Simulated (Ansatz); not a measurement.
A single point on Ge₃H₁₂Si₂, SMILES `[SiH3][GeH2][GeH2][SiH2][GeH3]`.

```yaml
crystal:
  periodic: [false, false, false]
  atoms:
    - {symbol: Si, position_ang: [0.082361, 2.669947, 0.319953]}
    - {symbol: Ge, position_ang: [-1.134052, 1.234880, -1.134667]}
    - {symbol: Ge, position_ang: [0.270973, -0.626840, -1.810768]}
    - {symbol: Si, position_ang: [1.294918, -1.544653, 0.131039]}
    - {symbol: Ge, position_ang: [-0.369225, -1.967688, 1.777320]}
    - {symbol: H, position_ang: [1.285451, 3.189586, -0.383197]}
    - {symbol: H, position_ang: [-0.747631, 3.818663, 0.770095]}
    - {symbol: H, position_ang: [0.525738, 1.899701, 1.512446]}
    - {symbol: H, position_ang: [-1.629116, 2.008892, -2.371023]}
    - {symbol: H, position_ang: [-2.368647, 0.677403, -0.400404]}
    - {symbol: H, position_ang: [-0.581415, -1.698225, -2.516612]}
    - {symbol: H, position_ang: [1.337345, -0.131837, -2.806387]}
    - {symbol: H, position_ang: [2.026882, -2.801232, -0.188693]}
    - {symbol: H, position_ang: [2.271937, -0.557405, 0.668170]}
    - {symbol: H, position_ang: [0.239302, -2.564192, 3.057654]}
    - {symbol: H, position_ang: [-1.419074, -2.950504, 1.231192]}
    - {symbol: H, position_ang: [-1.085767, -0.656495, 2.143864]}
basis:
  gaussian: {orbitals: def2-QZVPP}
correlation: {method: mp2}
```

```sh
$ ansatz run in.yaml --threads 3 --pin off --events-out ev --progress --plain --backend cuda
```

Output, abridged:

```
Functional definition: HF
4701 factors; integrals over basis functions are off by at most 8.6e-4 eV
mean field evaluation 1: about -185337.2474 eV, gradient 2.1e1 eV
mean field evaluation 2: about -185337.3837 eV, gradient 2.1e1 eV
mean field evaluation 4: about -185340.1051 eV, gradient 5.1e0 eV
mean field evaluation 8: about -185340.1409 eV, gradient 1.6e-1 eV
mean field -185340.14101600 eV, -6811.1245542781 hartree, gradient 2.9e-6 eV, S^2 0.000000; 0 other end points of the search recorded, 0 dependent functions left out
37 core orbitals not correlated: weight in the atoms' cores, before any rotation towards them, 1.000 or more for the frozen orbitals, at most 0.000 for the correlated occupied ones
reference -185340.14101600 eV, -6811.1245542781 hartree; 31, 31 occupied and 699, 699 virtual orbitals, 4701 factors
second order -50.64271720 eV of doubles, -0.00000000 eV of singles
Total energy: -185390.78373320 eV, -6812.9856398084 hartree
```

It took 9 s on 3 threads of an AMD EPYC 7R13 on a shared host and a share of an NVIDIA H100 80 GB, with 1.4 GiB of host memory at the peak.
